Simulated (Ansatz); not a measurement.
Relaxation of CH₈Al₂Si (12 atoms, charge 0, multiplicity 1), to a largest force component of 0.02 eV/Å in at most 40 steps.

The calculation used Ansatz, UKS B3LYP/6-31G.

```xyz
12
Properties=species:S:1:pos:R:3:forces:R:3
C -1.292 1.601 -0.784 -0.97 1.88 -0.16
Al -0.744 0.817 0.911 -0.48 0.62 -0.07
Si 1.204 -0.463 0.935 0.82 -0.32 1.17
Al 1.089 -2.212 -0.612 -0.10 -0.88 -0.38
H -0.616 1.386 -1.617 -0.01 0.06 -0.01
H -1.392 2.763 -0.677 0.22 -1.84 -0.23
H -2.316 1.256 -1.059 0.43 0.15 0.02
H -1.563 1.026 2.236 -0.36 0.07 0.37
H 1.458 -0.993 2.339 0.08 0.05 -0.19
H 2.378 0.384 0.590 0.31 0.33 -0.12
H 0.738 -1.890 -2.126 0.03 0.00 -0.31
H 1.132 -3.731 -0.103 0.03 -0.11 -0.09
```

Where does it end, and by what steps?

The run converged. The force dipped under the threshold on the way, but the program's further checks kept it going. Limits of this set-up: no polarisation functions. After 26 steps the energy has fallen by 0.338 eV; H11 moved furthest, 1.16 Å.

```tsv
step	energy less start (eV)	largest force component (eV/Å)	accepted
0	0.0000	1.877	yes
1	-0.2875	0.786	yes
2	-0.3111	0.102	yes
3	-0.3213	0.095	yes
4	-0.3200	0.122	no
5	-0.3242	0.047	yes
6	-0.3260	0.076	yes
7	-0.3280	0.120	yes
8	-0.3291	0.098	yes
9	-0.3315	0.072	yes
10	-0.3324	0.066	yes
11	-0.3336	0.063	yes
12	-0.3342	0.061	yes
13	-0.3346	0.063	yes
14	-0.3352	0.042	yes
15	-0.3358	0.023	yes
16	-0.3362	0.013	yes
17	-0.3367	0.044	yes
18	-0.3365	0.100	no
19	-0.3372	0.031	yes
20	-0.3374	0.052	yes
21	-0.3372	0.055	no
22	-0.3378	0.024	yes
23	-0.3378	0.005	yes
24	-0.3379	0.015	yes
25	-0.3380	0.021	yes
26	-0.3381	0.017	yes
```

```xyz
12
Properties=species:S:1:pos:R:3
C -1.426 2.071 -0.632
Al -0.913 0.716 0.722
Si 1.253 -0.477 0.677
Al 1.268 -2.675 -0.431
H -0.697 2.166 -1.443
H -1.534 3.056 -0.156
H -2.403 1.823 -1.070
H -1.965 0.339 1.887
H 1.731 -0.660 2.101
H 2.284 0.402 0.002
H 1.461 -2.788 -2.026
H 1.018 -4.029 0.401
```

Whether the end is a true minimum wasn't checked by a vibrational analysis.

Run time: 2.2 min on 1 thread of Intel(R) Xeon(R) Platinum 8488C (Sapphire Rapids), with other jobs on the host, peak memory 0.22 GiB.
